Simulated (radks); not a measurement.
The numbers below are computed, except where a source is named.
Charge is removed step by step from the 1s down level of Be+, starting from 1s(up 1, down 1) 2s1. Level of theory: non-relativistic Kohn-Sham, r2SCAN, spin-polarised, spherical densities, point nucleus; open shells are filled with parallel spins first; meta-GGA in the generalised Kohn-Sham scheme (a radial shooting solver on a logarithmic mesh with Libxc functionals).

| removed (e) | E - E(0) (eV) | eigenvalue (eV) |
|---|---|---|
| 0 | 0.000 | -119.67 |
| 0.125 | 15.263 | -124.53 |
| 0.25 | 31.128 | -129.30 |
| 0.375 | 47.582 | -133.93 |
| 0.5 | 64.601 | -138.33 |
| 0.625 | 82.148 | -142.34 |
| 0.75 | 100.16 | -145.68 |
| 0.875 | 118.52 | -147.79 |

The mean slope of the eigenvalue, de/dn, is 32.1 eV per electron.
